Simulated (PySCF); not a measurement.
`[PH2][GeH2][GeH3]`. Method: PBE0-D3(BJ)/def2-SVP geometry optimisation, gas phase in PySCF 2.14.0.

```
atom  x, y, z in Å
P1    -2.4628   -0.1447   -0.2366
Ge2   -0.4141    0.9625   -0.4006
Ge3    1.4472   -0.4840    0.1609
H4    -2.0209   -1.2551   -1.0229
H5    -2.1244   -0.7863    0.9962
H6    -0.2924    1.4880   -1.8451
H7    -0.4624    2.1811    0.5429
H8     1.5152   -1.6484   -0.8451
H9     1.2262   -1.0678    1.5692
H10    2.7931    0.2662    0.1405
```

(1) What is the longest distance between nuclei?

(2) Work out the bond lengths P1–Ge2, P1–H4, P1–H5, Ge2–Ge3, Ge2–H7, Ge3–H9, Ge3–H10 in Å.

(3) How far apart are these pairs, which share no bond: Ge2···H5, H4···H5, H4···H8, H6···H7, H6···H10, H8···H10, H9···H10?

(4) Where is the centre of mass (commonest isotopes), and what is the radius of gyration?

(5) What is the repulsion energy of the bare nuclei, Σ ZA·ZB/RAB?

Answers

(1) P1···H10, 5.29 Å; the next longest distance is 5.18 Å.

(2) For P1–Ge2 the difference vector is (2.0487, 1.1072, -0.1640) Å, of length 2.3345 Å. P1–Ge2 2.335; P1–H4 1.431; P1–H5 1.430; Ge2–Ge3 2.423; Ge2–H7 1.542; Ge3–H9 1.540; Ge3–H10 1.541 Å.

(3) Ge2···H5 2.817 Å (2 bonds apart); H4···H5 2.075 Å (2 bonds apart); H4···H8 3.562 Å (4 bonds apart); H6···H7 2.492 Å (2 bonds apart); H6···H10 3.867 Å (3 bonds apart); H8···H10 2.504 Å (2 bonds apart); H9···H10 2.505 Å (2 bonds apart).

(4) Mass 185.871 u; centre at (0.004, 0.162, -0.137) Å; Rg = √(Σ m r²/M) = 1.627 Å. As Ia + Ib + Ic = 2 Σ m r², the three principal moments sum to 983.6 u·Å².

(5) 523.19 Eh over 45 pairs, with full nuclear charges and distances in bohr; the largest single term is 223.62 Eh (Ge2 with Ge3).

No PBE0-D3(BJ)/def2-SVP frequencies stand behind this structure, so it isn't proved a minimum. The numbers are those of one conformer.
